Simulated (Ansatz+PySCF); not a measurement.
The numbers below are computed, except where a source is named.
# Several solutions for singlet CuH

```json
{"atom": "Cu", "x (Å)": "0.0000", "y (Å)": "0.0000", "z (Å)": "-0.0984"}
{"atom": "H", "x (Å)": "0.0000", "y (Å)": "0.0000", "z (Å)": "2.8538"}
```

Basis set: STO-3G (spherical functions). Charge 0, multiplicity 1.

UHF was run from several starts with Ansatz (development build ahead of 0.2.0) and PySCF 2.14.0.

| run | program | start | converged | energy (hartree) | <S²> |
| --- | --- | --- | --- | --- | --- |
| A | Ansatz | search for the lowest state | yes | -1620.91900 | 2.02 |
| B | Ansatz | atomic start, no search | yes | -1620.86477 | 1.88 |
| C | PySCF | guess atom, instabilities followed | yes | -1620.91900 | 2.02 |
| D | Ansatz | stability test followed | yes | -1620.86477 | 1.88 |
| E | PySCF | guess huckel, instabilities followed | yes | -1620.86478 | 1.88 |
| F | Ansatz | search for the lowest state | yes | -1620.91899 | 2.02 |
| G | PySCF | guess minao, instabilities followed | yes | -1620.86478 | 1.88 |
| H | PySCF | guess 1e, instabilities followed | yes | -1620.86478 | 1.88 |

(1) Which runs reached the lowest solution of this kind, and what is wrong with the others?

Results:

(1) A, C, F reached the lowest solution found. Converged but too high: B by 1.48 eV, D by 1.48 eV, E by 1.48 eV, G by 1.48 eV, H by 1.48 eV. Convergence only shows a stationary point, and even a stable one can lie too high; stability tests and further starts are what find lower ones. Caution: another spin multiplicity may lie lower. Caution: the unrestricted determinant is a mixture of spin states. Caution: the determinant breaks the point group.
